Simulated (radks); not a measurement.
Results of a calculation; reference values are marked as such.
How relativity changes the ionisation of the titanium ion Ti+ ([Ar] 3d2 4s1) to Ti2+ ([Ar] 3d2). Spin-unpolarised spherical Kohn-Sham, PBEsol, point nucleus unless stated (finite: rms radius 3.5921 fm), a radial shooting solver on a logarithmic mesh with Libxc functionals. A level marked "c x" has the speed of light scaled by that factor and shares open shells by 2j + 1; other Dirac levels either fill j = l - 1/2 first or share by 2j + 1.

| level | E(Ti+) (hartree) | E(Ti2+) (hartree) | IE (eV) | HOMO | <r> HOMO (bohr) |
|---|---|---|---|---|---|
| non-rel. | -847.86015 | -847.36879 | 13.371 | 4s | 3.201 |
| scalar-rel. | -852.32875 | -851.83369 | 13.471 | 4s | 3.180 |
| scalar-rel., finite nucleus | -852.32694 | -851.83188 | 13.471 | 4s | 3.180 |
| Dirac, 2j+1 shares | -852.33728 | -851.84222 | 13.471 | 4s1/2 | 3.180 |
| Dirac, low j first | -852.33943 | -851.84451 | 13.467 | 4s1/2 | 3.181 |
| Dirac, 2j+1 shares, finite nucleus | -852.33547 | -851.84041 | 13.471 | 4s1/2 | 3.180 |
| Dirac, c x 0.85 | -854.08737 | -853.59086 | 13.511 | 4s1/2 | 3.173 |
| Dirac, c x 1.25 | -850.71246 | -850.21874 | 13.435 | 4s1/2 | 3.188 |
| Dirac, c x 100 | -847.86059 | -847.36923 | 13.371 | 4s1/2 | 3.201 |

NIST Atomic Spectra Database: 13.576 eV (measured). The relativistic part of the total energy of Ti+ is -4.475 hartree (Dirac, 2j+1 shares, finite nucleus), 0.53 % of the non-relativistic value. Spin polarisation and multiplet splitting of open shells are left out at every level.

Beside tabulated values, note that spin-unpolarised runs miss the spin-polarisation part of the exchange energy of open shells.
